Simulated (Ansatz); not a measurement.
H₄HfO₂S₂ (`[OH][Hf]([OH])([SH])[SH]`). Total charge 0; spin multiplicity 1. Hf: def2 effective core potential.

```xyz
9

O     0.396    1.573   -1.158
Hf    0.143    0.070   -0.018
O     1.690   -0.557    0.897
S    -0.780   -1.658   -1.505
S    -1.453    0.570    1.784
H     0.666    2.375   -1.594
H     2.562   -0.804    1.190
H    -0.839   -2.553   -0.501
H    -2.385    0.983    0.904
```

Q: List the harmonic frequencies (cm⁻¹, unscaled) at PBE0-D4/def2-TZVP in Ansatz. (Estimate.)

A: The calculation gave: 84, 111, 122, 129, 144, 146, 206, 206, 279, 306, 334, 344, 347, 516, 518, 702, 720, 2691, 2691, 4011, 4013.

Q: Is this a minimum?

A: Yes, all 21 modes are real.

Q: Give the ideal-gas thermochemistry at 298.15 K and 1 bar (rigid rotor, harmonic oscillator; point group C2, symmetry number 2).

A: Zero-point energy 111.4 kJ/mol; H(298) − E = 142.0 kJ/mol; entropy 424.6 J/(mol·K), of which translation 179.1, rotation 115.5, vibration 130.0; G(298) − E = 15.4 kJ/mol. Modes under 100 cm⁻¹ are hindered rotations or soft bends, so the harmonic entropy is rough.

Q: And at 400, 500, 600, 800 and 1000 K?

A: 
```tsv
T (K)	H − E (kJ/mol)	S (J/mol/K)	G − E (kJ/mol)
400	157.6	469.7	-30.3
500	173.7	505.6	-79.1
600	190.3	535.8	-131.2
800	224.4	584.8	-243.5
1000	259.6	624.1	-364.5
```
